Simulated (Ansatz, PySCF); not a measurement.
Pair of molecules: C2H2 (SMILES C#C) (first 4 atoms) with CH2O2 (SMILES O=CO); geometry from B3LYP-D3(BJ)/def2-TZVP.
(charge 0, multiplicity 1):
```xyz
9

C      0.57985     0.20707    -0.08788
C     -0.17331    -0.55440     0.45032
H      1.24333     0.87422    -0.58317
H     -0.83124    -1.21117     0.97044
O     -0.98883    -0.95810     3.51587
C     -0.29865    -0.09555     3.98787
O      0.51644     0.71297     3.30598
H     -0.25018     0.14123     5.05891
H      0.46324     0.49106     2.35391
```

Basis-set superposition error: the interaction energy with monomers in their own basis, and in the dimer's basis (counterpoise).

Codes used: Ansatz (Gaussian orbitals); PySCF for 6-31G* rows. Values without a source in brackets are computed.

| level | uncorrected (kcal/mol) | counterpoise (kcal/mol) | difference |
|---|---|---|---|
| HF/6-31G* | -4.38 | -2.97 | 1.41 |
| HF/aug-cc-pVDZ | -2.93 | -2.61 | 0.32 |
| BLYP/def2-TZVPPD | -2.71 | -2.62 | 0.09 |
| B97M-V/def2-TZVPPD | -5.25 | -5.17 | 0.09 |
| CAM-B3LYP/def2-TZVPPD | -4.43 | -4.36 | 0.07 |
| wB97M-V/def2-TZVPPD | -5.29 | -5.21 | 0.08 |
| MP2/6-31G* | -6.05 | -3.42 | 2.63 |
| MP2/aug-cc-pVDZ | -5.42 | -4.08 | 1.34 |
| SCS-MP2/aug-cc-pVDZ | -4.76 | -3.37 | 1.39 |
| CCSD(T)/aug-cc-pVDZ | -5.32 | -3.89 | 1.43 |

The error is largest for MP2/6-31G* (2.63 kcal/mol) and smallest for CAM-B3LYP/def2-TZVPPD (0.07 kcal/mol).

Ansatz is a quantum-chemistry and plane-wave program.
